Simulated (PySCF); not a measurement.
Gas-phase equilibrium of 1 mol ZnCl2, 8.9 mol H2O at 1000 K and 10.0 bar, among 18 species (ClO, O2, HCl, O, HO2, Zn, H2O, H, Zn(OH)2, HOCl, H2O2, O3, H2, ZnH2, ZnCl2, Cl, Cl2, OH). Only gases are allowed; each row takes one source of thermochemistry for all species, and Cantera finds the minimum.

Computed with PySCF and rigid-rotor harmonic-oscillator thermochemistry at 1 bar. † marks an energy on the PBE0/def2-TZVP geometry and frequencies; other levels use their own. Open shells (unrestricted) among the columns below: O2 (multiplicity 3); the rest are closed-shell singlets. B3LYP is the form with VWN-RPA correlation. Zn: all electrons, no relativistic terms. No R ln 2 is added for the mirror-image form of Zn(OH)2. Zn(OH)2: computed as isolated molecules; such fragments, hydroxides, amides, oligomers or adducts are transient or little studied in the gas. The harmonic model lacks anharmonicity and excited electronic states, which grow with temperature; levels with a mode under 35 cm⁻¹ are left out. Soft modes under 120 cm⁻¹ make the harmonic entropy rough for ZnCl2.

Molecules larger than those listed are left out. Table species left out: Zn+.

Mole fractions:

| thermochemistry | x H2O | x ZnCl2 | x HCl | x Zn(OH)2 | x Zn | x H2 | x O2 |
|---|---|---|---|---|---|---|---|
| B3LYP/def2-TZVP† | 0.90 | 0.10 | 0.0012 | 0.00058 | 2.1e-6 | 8.4e-7 | 1.5e-6 |
| M06-2X/def2-TZVP† | 0.90 | 0.10 | 0.00048 | 0.00024 | 3.9e-8 | 3.9e-7 | 2.1e-7 |
| PBE/def2-TZVP† | 0.90 | 0.10 | 0.0016 | 0.00080 | 7.2e-7 | 1.7e-6 | 1.2e-6 |
| PBE0/def2-TZVP | 0.90 | 0.10 | 0.00067 | 0.00033 | 2.5e-7 | 6.4e-7 | 4.4e-7 |
| ωB97M-V/def2-TZVP† | 0.90 | 0.10 | 0.00079 | 0.00040 | 6.6e-8 | 4.2e-7 | 2.4e-7 |
The most sensitive of these is Zn: it spans a factor of 10^1.7 over these rows; at this temperature one factor of ten is RT ln 10 = 19 kJ/mol.
